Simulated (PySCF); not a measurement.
Si(Cl)(OH) (ClHOSi), SMILES O[Si]Cl (connectivity only; charge and spin as stated), neutral, multiplicity 1.

The structure is a stationary point at B3LYP-D3(BJ)/def2-TZVP. The values are those of a single conformer.

All values below come from PySCF with M06-2X/def2-TZVPD.

Gas-phase values at a fixed geometry.

| Property | Result |
|---|---|
| total energy | -825.58423 hartree |
| point group | Cs |
| highest occupied level | -8.52 eV |
| lowest empty level | -1.27 eV |
| orbital gap | 7.25 eV |
| dipole moment | 2.70 D |
| quadrupole, principal values (traceless, Buckingham form, about the centre of nuclear charge) | -5.62, -0.06, 5.68 D·Å |
| mean static polarisability | 48.6 bohr³ (7.21 Å³) |
| polarisability, principal values | 40.6, 44.1, 61.2 bohr³ |
